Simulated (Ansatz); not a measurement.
A series at Si: from `O[Si](F)(F)F`, ligands are replaced one by one, each step taking up H₂ and setting free H–F; n counts the steps. Ansatz, PBE0-D4/def2-TZVP geometries. Each molecule was computed in one conformer, which needn't be the lowest.

CBS adds triple-zeta CCSD(T) − MP2 to the MP2 limit, frozen cores; atoms without spin–orbit coupling. 

```tsv
n	molecule	atomization energy, CCSD(T)/CBS (kJ/mol)
0	`O[Si](F)(F)F`	2754.9
1	`O[SiH](F)F`	?
2	`O[SiH2]F`	2214.5
3	`O[SiH3]`	1943.1
```

Question: By hand: fit a straight line y = ȳ + b (n − n̄) to the 3 given rows and predict n = 1.

Answer: n̄ = 1.667, ȳ = 2304.17; Σ(n − n̄)(y − ȳ) = -1262.53, Σ(n − n̄)² = 4.667, so b = -270.52 kJ/mol a step. Prediction: 2304.17 + (-270.52) × (-0.667) = 2484.6 kJ/mol.

Question: By hand: compare with the computed value, 2492.4 kJ/mol, and give the steps along the whole series.

Answer: The line misses by 7.8 kJ/mol (computed minus predicted). Steps: -262.5, -277.9, -271.4 kJ/mol.

The steps differ by up to 15.4 kJ/mol, small against a whole step but well beyond the method's doubt, so the ligands' effects don't simply add. The miss is 1.0 % of the series' range. The energies themselves are unsure by some kJ/mol a bond, though much of that is common to the series.
